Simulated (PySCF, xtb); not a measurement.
OPb, SMILES [O]=[Pb] (connectivity only; charge and spin as stated), neutral, multiplicity 1.

Harmonic wavenumbers (cm⁻¹) from xtb with GFN2-xTB at its own minimum, in rising order: 586.

**Question.** What does B3LYP-D3(BJ)/def2-TZVP run with PySCF give at its own minimum? (An estimate is asked for; the answer gives what the named calculation found.)

**Answer.** 760. Paired by order, the mean absolute difference is 174 cm⁻¹ and the zero-point energies are 0.8 and 1.1 kcal/mol.
